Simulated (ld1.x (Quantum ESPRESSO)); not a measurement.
# barium (Ba): one change to a TM potential, before and after

* Element: Ba
* Generator: ld1.x (Quantum ESPRESSO) 7.5
* Type: norm-conserving Troullier–Martins (Kleinman–Bylander form)
* Functional: LDA (PZ)
* Relativity: scalar-relativistic
* Frozen core: [Xe]
* Valence charge: 2
* Reference configuration: 5d0 6s1.75 6p0.25
* Partial waves: 6s (bound): rc 3.90 bohr; 6p (bound): rc 3.75 bohr; 5d (bound, empty): rc 2.90 bohr
* Local potential: all-electron potential smoothed inside 2.80 bohr (lloc = -1)
* Core correction: Bessel-smoothed model core inside 1.45 bohr

All-electron outer shells of the reference configuration (LDA (PZ), scalar-relativistic, ld1.x):

| shell | level (eV) | outermost node (bohr) | outermost maximum (bohr) |
| --- | --- | --- | --- |
| 5s | -34.10 | 0.80 | 1.47 |
| 5p | -19.09 | 0.86 | 1.67 |
| 6s | -3.51 | 1.96 | 4.05 |
| 5d | -2.36 | 1.00 | 2.49 |
| 6p | -1.42 | 2.35 | 5.34 |

Change: local potential all-electron potential smoothed inside 4.44 bohr (lloc = -1).

Cutoffs: the cutoffs (Ry, on a coarse ladder) from which the occupation-weighted sum of valence levels, in a spherical-Bessel basis at the reference potential, stays within 10 and 1 mRy of its value at 400 Ry; they do not see the model core or the augmentation charge, which bear on the density cutoff. Errors are all-electron minus pseudo energies relative to the spin-unpolarised reference configuration.

Problem. What does the change do?

Solution. Both files are so soft that the ladder of cutoffs tells neither apart; the bound ghosts move from p, s to p; of the 9 tests that both files solve, the error grows in 0 and shrinks in 2 by more than 15 % and 0.3 meV (median size 7.3 → 7.7 meV). In the separable form a ghost depends on how the local part lies against the semilocal potential of the channel, so the choice of the local part can create or remove one.

```tsv
quantity	base	changed
cutoff, loose	6 Ry	6 Ry
cutoff, tight	8 Ry	8 Ry
loose cutoff by channel (10 mRy a level)	s 6 Ry, p 8 Ry	s 6 Ry, p 6 Ry
bound ghosts	s, p	p
error for 5d0 6s2 6p0, meV [ΔE -0.52 eV]	-0.2	-0.2
error for 5d0 6s1 6p0, meV [ΔE 5.02 eV]	-5.0	-5.6
error for 5d0 6s1.5 6p0, meV [ΔE 1.69 eV]	-0.4	-0.5
error for 5d1 6s1 6p0, meV [ΔE 0.83 eV]	-47	-51
error for 5d0 6s0 6p1, meV [ΔE 7.73 eV]	-66	-20
error for 5d0 6s0 6p2, meV [ΔE 3.85 eV]	-37	-13
error for 5d0.5 6s1.5 6p0, meV [ΔE 0.12 eV]	-15	-16
error for 5d0 6s1.75 6p0.25 (spin-polarised), meV [ΔE -0.02 eV]	0.0	0.0
error for 5d0 6s1 6p0 (spin-polarised), meV [ΔE 4.88 eV]	-7.3	-7.7
```

 A true bound ghost makes a file unfit for plane-wave use even where its test errors are small: the radial tests pick states by their node count and pass the ghost by.
